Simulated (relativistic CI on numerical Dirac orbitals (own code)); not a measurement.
# Calculated levels, Ir22+

Computed by Dirac-Coulomb-Breit CI, separate exchange-only KLI orbitals for each configuration, QED by a radiative potential, unscaled Slater integrals (own radial code, finite nucleus).

Configurations in the expansion (outside the closed core [Ar] 3d10): 4s2 4p6 4d10 4f9, 4s2 4p6 4d10 4f8 5s, 4s2 4p6 4d10 4f7 5s2, 4s2 4p6 4d10 4f8 5p, 4s2 4p6 4d10 4f7 5s 5p, 4s2 4p6 4d8 4f11, 4s2 4p5 4d10 4f10, 4s2 4p6 4d10 4f8 6s, 4p6 4d10 4f11. Levels of other configurations are missing.

The lowest level is 4s2 4p6 4d10 4f9 6H°_15/2, with 78 % of that term; Hund's rules for 4s2 4p6 4d10 4f9 give 6H° with J = 15/2, in agreement.

```csv
No.,Configuration,Term,J,E (cm⁻¹),%,Landé g,Lifetime (s)
1,4s2 4p6 4d10 4f9,6H°,15/2,0.0,78,1.297,
2,4s2 4p6 4d10 4f9,6H°,13/2,18222.7,88,1.259,3.55e-03
3,4s2 4p6 4d10 4f9,6F°,11/2,20562.8,44,1.319,3.18e+00
4,4s2 4p6 4d10 4f9,4F°,9/2,21392.0,39,1.313,
5,4s2 4p6 4d10 4f9,6H°,11/2,28878.6,47,1.298,1.44e-02
6,4s2 4p6 4d10 4f9,6H°,9/2,32951.7,58,1.146,8.18e-03
7,4s2 4p6 4d10 4f9,6F°,7/2,35808.8,53,1.237,5.87e-03
8,4s2 4p6 4d10 4f9,6H°,7/2,38179.0,53,0.989,7.24e-02
9,4s2 4p6 4d10 4f9,6F°,3/2,38656.9,39,1.147,
10,4s2 4p6 4d10 4f9,6H°,5/2,41443.9,49,0.626,8.96e-02
11,4s2 4p6 4d10 4f9,6F°,5/2,43462.0,58,1.085,4.05e-02
12,4s2 4p6 4d10 4f9,2K°,15/2,45464.2,26,1.101,1.36e-03
13,4s2 4p6 4d10 4f9,6F°,1/2,46139.9,63,-0.351,2.41e-02
14,4s2 4p6 4d10 4f9,6F°,9/2,56203.9,35,1.269,1.09e-03
15,4s2 4p6 4d10 4f9,4G°,11/2,57939.1,59,1.235,7.36e-04
16,4s2 4p6 4d10 4f9,4K°,17/2,58426.1,50,1.108,1.17e-02
17,4s2 4p6 4d10 4f9,4M°,21/2,60360.4,82,1.122,
18,4s2 4p6 4d10 4f9,4L°,19/2,62600.7,53,1.107,9.52e-01
19,4s2 4p6 4d10 4f9,6F°,3/2,63585.2,40,1.352,2.10e-03
20,4s2 4p6 4d10 4f9,4I°,13/2,63875.4,43,1.063,1.40e-03
21,4s2 4p6 4d10 4f9,4P°,5/2,65134.1,40,1.460,5.06e-03
22,4s2 4p6 4d10 4f9,4D°,7/2,66235.5,34,1.277,1.94e-03
23,4s2 4p6 4d10 4f9,4I°,11/2,69938.7,43,1.007,2.05e-03
24,4s2 4p6 4d10 4f9,2H°,9/2,73962.6,21,1.025,1.60e-03
25,4s2 4p6 4d10 4f9,4M°,15/2,75070.5,38,0.984,1.25e-03
26,4s2 4p6 4d10 4f9,4I°,9/2,77595.1,45,0.899,4.77e-03
27,4s2 4p6 4d10 4f9,4D°,5/2,78375.9,47,1.233,9.13e-04
28,4s2 4p6 4d10 4f9,4K°,15/2,78653.0,42,1.076,3.26e-03
29,4s2 4p6 4d10 4f9,2F°,7/2,78966.1,42,1.221,1.02e-03
30,4s2 4p6 4d10 4f9,2D°,3/2,79810.9,29,1.282,1.50e-03
31,4s2 4p6 4d10 4f9,4G°,7/2,80246.6,33,1.139,2.81e-03
32,4s2 4p6 4d10 4f9,4M°,17/2,82355.3,58,1.044,3.23e-03
33,4s2 4p6 4d10 4f9,4G°,5/2,83323.3,27,0.955,1.73e-03
34,4s2 4p6 4d10 4f9,4H°,13/2,83417.3,55,1.162,1.26e-03
35,4s2 4p6 4d10 4f9,4P°,1/2,84444.3,52,1.312,1.15e-03
36,4s2 4p6 4d10 4f9,4H°,11/2,84452.9,48,1.114,3.22e-03
37,4s2 4p6 4d10 4f9,4M°,19/2,85204.1,61,1.089,2.70e-03
38,4s2 4p6 4d10 4f9,6P°,7/2,87882.0,40,1.286,1.62e-03
39,4s2 4p6 4d10 4f9,4F°,3/2,88969.3,59,0.736,5.32e-03
40,4s2 4p6 4d10 4f9,4F°,5/2,89040.2,35,1.006,2.28e-03
41,4s2 4p6 4d10 4f9,4G°,11/2,89466.6,42,1.152,8.91e-04
42,4s2 4p6 4d10 4f9,4L°,17/2,90540.9,56,1.063,4.74e-03
43,4s2 4p6 4d10 4f9,4K°,13/2,91245.9,40,1.008,2.14e-03
44,4s2 4p6 4d10 4f9,4G°,9/2,94153.2,54,1.135,4.36e-04
45,4s2 4p6 4d10 4f9,4F°,3/2,95284.5,43,1.113,1.56e-03
46,4s2 4p6 4d10 4f9,4L°,13/2,95759.7,40,0.922,2.53e-03
47,4s2 4p6 4d10 4f9,4G°,9/2,96678.2,47,1.074,1.31e-03
48,4s2 4p6 4d10 4f9,4H°,7/2,100690.0,57,0.802,1.85e-03
49,4s2 4p6 4d10 4f9,4I°,9/2,100922.6,29,1.045,1.96e-03
50,4s2 4p6 4d10 4f9,2K°,15/2,100930.6,34,1.084,2.10e-03
51,4s2 4p6 4d10 4f9,4K°,11/2,101108.2,62,0.847,2.75e-03
52,4s2 4p6 4d10 4f9,4F°,5/2,101537.4,39,1.084,7.39e-04
53,4s2 4p6 4d10 4f9,4D°,7/2,101736.7,33,1.269,7.01e-04
54,4s2 4p6 4d10 4f9,4L°,15/2,103478.9,52,1.012,2.78e-03
55,4s2 4p6 4d10 4f9,2M°,19/2,104573.6,54,1.034,2.01e-03
56,4s2 4p6 4d10 4f9,4I°,13/2,104613.5,56,1.083,4.20e-03
57,4s2 4p6 4d10 4f9,4F°,5/2,105073.7,48,0.962,1.73e-03
58,4s2 4p6 4d10 4f9,2N°,21/2,105163.6,54,1.032,1.83e-03
59,4s2 4p6 4d10 4f9,4P°,1/2,106746.5,44,1.135,7.63e-04
60,4s2 4p6 4d10 4f9,4F°,7/2,106871.7,54,1.170,1.96e-03
61,4s2 4p6 4d10 4f9,4M°,15/2,107737.9,30,0.994,8.10e-04
62,4s2 4p6 4d10 4f9,4D°,3/2,111424.6,27,1.354,7.84e-04
63,4s2 4p6 4d10 4f9,2L°,17/2,111880.0,49,1.035,1.88e-03
64,4s2 4p6 4d10 4f9,2I°,11/2,112240.7,30,1.023,2.14e-03
65,4s2 4p6 4d10 4f9,4G°,5/2,112934.5,25,1.176,6.72e-04
66,4s2 4p6 4d10 4f9,4I°,9/2,113137.4,35,0.959,3.03e-03
67,4s2 4p6 4d10 4f9,4I°,11/2,115109.4,29,1.075,7.60e-04
68,4s2 4p6 4d10 4f9,4G°,9/2,117413.3,39,1.088,8.43e-04
69,4s2 4p6 4d10 4f9,2P°,3/2,119469.6,32,1.420,1.16e-03
70,4s2 4p6 4d10 4f9,4L°,13/2,122088.0,23,1.005,1.70e-03
```

Energies count from the lowest computed level; ° marks odd parity; lifetimes are radiative, by E1, M1, E2, M2 decay to levels of this space only; some are left blank where a channel outside the calculation adds to the decay or the decay crosses a small, uncertain gap.

The mean weight of the leading LS term, summed over parents, in these 70 levels is 45 %, and that of the leading jj configuration (from the same eigenvectors) 58 %, so jj coupling describes them better and the LS labels are nominal.

At this charge energies of transitions that change n are usually good to better than 1 %, and those within a shell (Δn = 0) to a few per cent. Terms inside the open d or f shell come out 10 to 20 % too wide with unscaled integrals.

LS names give the leading component of a level, which can be under half, so a name can repeat, a term be missing and a line seem to break the LS rules.
